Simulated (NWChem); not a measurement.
System: Si$_{4}$H$_{8}$O; SMILES [SiH3][SiH]1[SiH2]O[SiH2]1

```xyz
13

Si    -0.3790    -2.5235     0.0000
Si     0.8525    -0.5340     0.0000
Si     0.0183     1.2025     1.3749
O     -0.4639     2.0710     0.0000
Si     0.0183     1.2025    -1.3749
H     -0.0725    -3.3392    -1.2150
H     -1.8341    -2.1811     0.0000
H     -0.0725    -3.3392     1.2150
H      2.3316    -0.7572     0.0000
H      1.0130     1.9706     2.1815
H     -1.1571     0.8838     2.2391
H      1.0130     1.9706    -2.1815
H     -1.1571     0.8838    -2.2391
```
Atoms are numbered in this order, from 1.

Results from NWChem. All runs use the structure optimised with PBE0/def2-SVP. Level: PBE0/def2-SVP with SMD (1 M gas to 1 M solution), gas-phase geometry. Reactions with the solvent are ignored.

### Question
Estimate the computed values for solvent toluene. Quantities: solvation free energy (kcal/mol); cavity-dispersion-structure term (kcal/mol); dipole in solution (D).

### Answer
```
Property                                     Value
-------------------------------------------  -----
solvation free energy (kcal/mol)              -1.6
cavity-dispersion-structure term (kcal/mol)   -0.9
dipole in solution (D)                        1.46
```
